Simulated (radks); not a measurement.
Values are calculated unless marked as measured or tabulated.
Ag2+, configuration [Kr] 4d8 5d1 (not the ground configuration).

Level of theory: scalar-relativistic Kohn-Sham, r2SCAN, spin-polarised, spherical densities, finite nucleus; open shells are filled with parallel spins first (spin-orbit coupling, left out, can overturn this in heavy ions); meta-GGA in the generalised Kohn-Sham scheme; Fermi nuclear charge, rms radius 4.5454 fm (a radial shooting solver on a logarithmic mesh with Libxc functionals).

Energy parts (hartree):
| part | energy |
|---|---|
| total | -5314.70183 |
| kinetic | 5521.58943 |
| electron-nucleus | -12795.08471 |
| Hartree | 2107.33157 |
| exchange-correlation | -148.53812 |

Orbitals (lengths in bohr, moments of r in powers of bohr):
| orbital | occ. | eigenvalue (hartree) | <1/r> | <r^4> |
|---|---|---|---|---|
| 1s up | 1 | -933.8757 | 49.43 | 4.460e-06 |
| 1s down | 1 | -933.8760 | 49.43 | 4.460e-06 |
| 2s up | 1 | -139.0540 | 11.24 | 0.0007918 |
| 2s down | 1 | -139.0311 | 11.25 | 0.0007916 |
| 2p up | 3 | -124.7438 | 10.85 | 0.0005689 |
| 2p down | 3 | -124.7269 | 10.85 | 0.0005687 |
| 3s up | 1 | -26.68282 | 3.958 | 0.03668 |
| 3s down | 1 | -26.67744 | 3.957 | 0.03665 |
| 3p up | 3 | -21.94666 | 3.764 | 0.03939 |
| 3p down | 3 | -21.93873 | 3.763 | 0.03934 |
| 3d up | 5 | -14.49947 | 3.530 | 0.03805 |
| 3d down | 5 | -14.48230 | 3.529 | 0.03797 |
| 4s up | 1 | -4.79523 | 1.511 | 1.303 |
| 4s down | 1 | -4.71634 | 1.514 | 1.301 |
| 4p up | 3 | -3.40929 | 1.366 | 1.931 |
| 4p down | 3 | -3.32779 | 1.368 | 1.937 |
| 4d up | 5 | -1.40030 | 1.064 | 6.027 |
| 4d down | 3 | -1.32037 | 1.060 | 6.250 |
| 5d up | 1 | -0.35449 | 0.2875 | 656.2 |

The highest occupied level is 5d up at -9.646 eV. The density falls to 0.001 e/bohr^3 at r = 4.58 bohr.
